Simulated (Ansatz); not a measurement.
FeI₂, relaxed as a triplet with UKS PBE0-D4/def2-TZVP in Ansatz, starting from the PBE0-D4/def2-TZVP geometry of the neutral quintet. Force threshold 0.02 eV/Å.

In the def2 sets I takes a core potential; there is no spin–orbit coupling. The charge 0 triplet is spin-contaminated (final ⟨S²⟩ up to 3.01, 2.00 for a pure state). At PBE0-D4/def2-TZVP a quintet of charge 0 lies 1.38 eV below the triplet, each at its own geometry.

Start:

Cartesian coordinates in Å:
```
Fe -0.0153 0.0071 -0.0048
I 1.1657 2.1104 -0.5789
I -1.1504 -2.1174 0.5837
```

**Question.** Estimate the energy that the relaxation releases and the steps that it takes.

**Answer.** 0.51 eV, in 4 steps; 1.9 min on 2 threads of Intel Xeon 6975P-C on a shared host. No frequencies were taken in this run, so the end may be a saddle point.

**Question.** Does the start keep its bonding and symmetry?

**Answer.** By distances, no bond broke or formed. The bond that changes most is Fe1–I2, from 2.48 to 2.46 Å (atoms count from 1). Point group D∞h at the start, D∞h at the end, both within 0.05 Å.

**Question.** Predict the relaxed structure.

**Answer.** 
```xyz
3

Fe   -0.002    0.001   -0.001
I     1.149    2.096   -0.576
I    -1.147   -2.097    0.577
```
Bond lengths: 2 × Fe–I 2.46 Å.
